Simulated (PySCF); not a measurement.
C₂H₄Cl₂, singlet, geometry from GFN2-xTB; CCSD/cc-pVDZ run with PySCF.

PySCF was given this input:
```python
from pyscf import gto, scf, cc

mol = gto.Mole()
mol.atom = '''
    C    -1.614984   -0.561330    0.305070
    C    -0.178735   -0.140469    0.510168
    Cl    0.918676   -1.178009   -0.437013
    Cl    0.053482    1.555517    0.012515
    H    -1.889725   -0.475870   -0.743393
    H    -1.741539   -1.594524    0.620602
    H    -2.270123    0.075505    0.895238
    H     0.136999   -0.211960    1.552579
'''
mol.basis = 'cc-pvdz'
mol.charge = 0
mol.spin = 0
mol.verbose = 4
mol.max_memory = 1800
mol.build()

mf = scf.RHF(mol)
mf.kernel()

mycc = cc.CCSD(mf, frozen=12)
mycc.kernel()
print('E(CCSD) = %.10f' % mycc.e_tot)
```

Task: Write the output that PySCF gives for this input, abridged.

Result: 
```
PySCF version 2.14.0

[INPUT] verbose = 4
[INPUT] num. atoms = 8
[INPUT] num. electrons = 50
[INPUT] charge = 0
[INPUT] spin (= nelec alpha-beta = 2S) = 0
[INPUT] symmetry False subgroup None
[INPUT] Mole.unit = angstrom
[INPUT] Symbol           X                Y                Z      unit          X                Y                Z       unit  Magmom
[INPUT]  1 C     -1.614984000000  -0.561330000000   0.305070000000 AA   -3.051877455555  -1.060759965502   0.576498748821 Bohr   0.0
[INPUT]  2 C     -0.178735000000  -0.140469000000   0.510168000000 AA   -0.337760198874  -0.265447938992   0.964077797517 Bohr   0.0
[INPUT]  3 Cl     0.918676000000  -1.178009000000  -0.437013000000 AA    1.736046037211  -2.226114382273  -0.825834882875 Bohr   0.0
[INPUT]  4 Cl     0.053482000000   1.555517000000   0.012515000000 AA    0.101066332594   2.939501112105   0.023649922449 Bohr   0.0
[INPUT]  5 H     -1.889725000000  -0.475870000000  -0.743393000000 AA   -3.571062700744  -0.899263970897  -1.404809172919 Bohr   0.0
[INPUT]  6 H     -1.741539000000  -1.594524000000   0.620602000000 AA   -3.291031745249  -3.013213659046   1.172767812357 Bohr   0.0
[INPUT]  7 H     -2.270123000000   0.075505000000   0.895238000000 AA   -4.289910739076   0.142683771035   1.691754636303 Bohr   0.0
[INPUT]  8 H      0.136999000000  -0.211960000000   1.552579000000 AA    0.258890589339  -0.400546349363   2.933949096751 Bohr   0.0

nuclear repulsion = 209.707639363445
number of shells = 32
number of NR pGTOs = 162
number of NR cGTOs = 84
basis = cc-pvdz
ecp = {}

******** <class 'pyscf.scf.hf.RHF'> ********
method = RHF
initial guess = minao
damping factor = 0
level_shift factor = 0
DIIS = <class 'pyscf.scf.diis.CDIIS'>
diis_start_cycle = 1
diis_space = 8
diis_damp = 0
SCF conv_tol = 1e-09
SCF conv_tol_grad = None
SCF max_cycles = 50
direct_scf = True
direct_scf_tol = 1e-13
Set gradient conv threshold to 3.16228e-05
Initial guess from minao.
init E= -997.584091116813
  HOMO = -0.342665089672967  LUMO = 0.0667397755220542  gap/eV = 11.14047
cycle= 1 E= -996.969921102785  delta_E= 0.614  |g|= 0.573  |ddm|= 2.36
  HOMO = -0.429409386816398  LUMO = 0.0905189648036426  gap/eV = 14.14797
cycle= 2 E= -997.033393399659  delta_E= -0.0635  |g|= 0.407  |ddm|= 0.811
  HOMO = -0.430154297411578  LUMO = 0.152293652715299  gap/eV = 15.84922
cycle= 3 E= -997.073553244911  delta_E= -0.0402  |g|= 0.0438  |ddm|= 0.315
  HOMO = -0.43565216124541  LUMO = 0.157022767572772  gap/eV = 16.12751
cycle= 4 E= -997.074699295316  delta_E= -0.00115  |g|= 0.00883  |ddm|= 0.0963
  HOMO = -0.433948974477486  LUMO = 0.157688086795178  gap/eV = 16.09926
cycle= 5 E= -997.07474931086  delta_E= -5e-05  |g|= 0.00308  |ddm|= 0.0212
  HOMO = -0.434714154559732  LUMO = 0.157605455139396  gap/eV = 16.11784
cycle= 6 E= -997.074755921463  delta_E= -6.61e-06  |g|= 0.000925  |ddm|= 0.00844
  HOMO = -0.434787450633145  LUMO = 0.157707656788873  gap/eV = 16.12261
cycle= 7 E= -997.074756545051  delta_E= -6.24e-07  |g|= 0.000216  |ddm|= 0.00265
  HOMO = -0.434800811984026  LUMO = 0.157727564998301  gap/eV = 16.12352
cycle= 8 E= -997.074756576268  delta_E= -3.12e-08  |g|= 5.44e-05  |ddm|= 0.000563
  HOMO = -0.434808930149508  LUMO = 0.157722984712946  gap/eV = 16.12361
cycle= 9 E= -997.074756577872  delta_E= -1.6e-09  |g|= 1.32e-05  |ddm|= 0.000113
  HOMO = -0.434809948747056  LUMO = 0.157722522153221  gap/eV = 16.12363
cycle= 10 E= -997.074756577979  delta_E= -1.07e-10  |g|= 3.42e-06  |ddm|= 3.23e-05
  HOMO = -0.434809983264075  LUMO = 0.15772250185061  gap/eV = 16.12363
Extra cycle  E= -997.074756577993  delta_E= -1.34e-11  |g|= 1.52e-06  |ddm|= 6.98e-06
converged SCF energy = -997.074756577993

******** <class 'pyscf.cc.ccsd.CCSD'> ********
CC2 = 0
CCSD nocc = 13, nmo = 72
frozen orbitals 12
max_cycle = 50
direct = 0
conv_tol = 1e-07
conv_tol_normt = 1e-05
diis_space = 6
diis_start_cycle = 0
diis_start_energy_diff = 1e+09
Init t2, MP2 energy = -997.634912845033  E_corr(MP2) -0.560156267040192
Init E_corr(CCSD) = -0.560156267041402
cycle = 1  E_corr(CCSD) = -0.590135122459058  dE = -0.0299788554  norm(t1,t2) = 0.0528759
cycle = 2  E_corr(CCSD) = -0.602532440204532  dE = -0.0123973177  norm(t1,t2) = 0.0160025
cycle = 3  E_corr(CCSD) = -0.604840014784035  dE = -0.00230757458  norm(t1,t2) = 0.00643056
cycle = 4  E_corr(CCSD) = -0.606225486236509  dE = -0.00138547145  norm(t1,t2) = 0.00221176
cycle = 5  E_corr(CCSD) = -0.606186485192482  dE = 3.9001044e-05  norm(t1,t2) = 0.000497147
cycle = 6  E_corr(CCSD) = -0.606157171200696  dE = 2.93139918e-05  norm(t1,t2) = 0.00011415
cycle = 7  E_corr(CCSD) = -0.606159328125653  dE = -2.15692496e-06  norm(t1,t2) = 5.29404e-05
cycle = 8  E_corr(CCSD) = -0.606161634772644  dE = -2.30664699e-06  norm(t1,t2) = 1.6272e-05
cycle = 9  E_corr(CCSD) = -0.606160806074673  dE = 8.2869797e-07  norm(t1,t2) = 6.80749e-06
cycle = 10  E_corr(CCSD) = -0.606160842822937  dE = -3.67482635e-08  norm(t1,t2) = 2.40963e-06
CCSD converged
E(CCSD) = -997.6809174208155  E_corr = -0.606160842822937
E(CCSD) = -997.6809174208
```
